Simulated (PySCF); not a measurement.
Harmonic spectrum computed at PBE0 in the def2-TZVP basis family (core potentials from Rb on, PySCF, no spin–orbit coupling):

```
ω (cm⁻¹)  IR (km/mol)
     336         11.3
     458         12.5
     480         10.5
    1198         11.2
    2624         22.9
    2624          0.1
```

**Question.** Which molecule gave it? In each, all ligands are bound to the one heavy central atom.
A. H₂PtS (singlet)
B. H₂RuS (triplet)
C. H₂IrS (doublet)
D. H₂PdS (singlet)

**Answer.** D. It has Cs symmetry with Pd–S 2.186 Å, S–H 1.352 Å (×2).
